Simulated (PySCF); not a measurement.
# Simulated absorption spectrum

Species: C5H7ClSSi.
Z-matrix (Å and degrees, GFN2-xTB geometry), rows numbered from 1:
```
Cl
C   1  1.7840
Si  2  1.9106  1  109.03
C   3  1.8746  2  106.77  1   178.06
C   4  1.3652  3  128.27  2   150.48
C   5  1.4097  4  113.99  3   178.46
C   6  1.3582  5  112.28  4    -0.27
S   7  1.7159  6  112.00  5     0.09
H   2  1.0880  1  106.58  3  -122.33
H   2  1.0879  1  106.68  3   122.08
H   3  1.4649  2  108.49  1    58.51
H   3  1.4635  2  109.28  1   -63.71
H   5  1.0754  4  122.39  3    -1.77
H   6  1.0755  5  123.93  4   179.73
H   7  1.0720  6  128.54  5   179.98
```

Computed, not measured: TDDFT PBE0/def2-SVPD, vertical, gas phase, core orbitals frozen in the response (PySCF).

Each state is given a Gaussian of 0.3 eV full width at half maximum, with ε(max) = 2.175×10⁸ f / Δν̃ (Δν̃ the width in cm⁻¹). The width is an assumption, not a result. The curve ends short of the highest state used, and states not computed would add to its high-energy end.

λ (nm), ε (L mol⁻¹ cm⁻¹) and a bar:
```
    201.6        495 #
    203.1        552 #
    204.6        701 #
    206.1       1036 ##
    207.5       1622 ###
    209.0       2643 ####
    210.5       4105 #######
    212.0       5940 ##########
    213.4       7860 #############
    214.9       9993 ################
    216.4      12102 ###################
    217.9      14136 #######################
    219.3      15900 ##########################
    220.8      17487 ############################
    222.3      18486 ##############################
    223.8      18604 ##############################
    225.3      17671 ############################
    226.7      15903 ##########################
    228.2      13314 #####################
    229.7      10410 #################
    231.2       7603 ############
    232.6       5337 #########
    234.1       3429 #####
    235.6       2067 ###
    237.1       1171 ##
    238.5        653 #
    240.0        331 
    241.5        159 
    243.0         72 
    244.4         33
```

**Question.** Where are the band maxima, and which computed states make them?

**Answer.** 223 nm (5.55 eV), ε about 19000, made up of S1 (85%) and S2 (15%) (ε in L mol⁻¹ cm⁻¹; maxima over ε = 5, shares over 10%). The states used: S1 5.52 eV (f 0.182); S2 5.74 eV (f 0.086); S3 6.07 eV (f 0.0037); S4 6.27 eV (f 0.0026); S5 6.33 eV (f 0.0004); S6 6.36 eV (f 0.0013); S7 6.55 eV (f 0.0026); S8 6.75 eV (f 0.0066).

**Question.** What would ε be at 5.55 eV, the highest of these maxima, with half the width (0.15 eV)?

**Answer.** About 30000 L mol⁻¹ cm⁻¹ against 18700, a factor of about 1.6; a lone state at its own centre would give exactly 2.

**Question.** Coming from long wavelengths, where does ε first pass 100 L mol⁻¹ cm⁻¹?

**Answer.** At about 242 nm (5.12 eV), 0.41 eV below S1.

**Question.** On this curve, what absorbance would a 10⁻⁴ mol/L sample give at 222 nm over a 1 cm path?

**Answer.** 222 nm is 5.585 eV, where ε is about 18000 L mol⁻¹ cm⁻¹, so A = ε c l ≈ 1.8 (Beer–Lambert, with the gas-phase spectrum and the assumed width).

Hardware: Arm Neoverse N1, one thread, no GPU, shared host with 64 logical CPUs at a one-minute load of 61. Cost: 94 s, 0.95 GiB resident at most.

One conformer stands for the species.
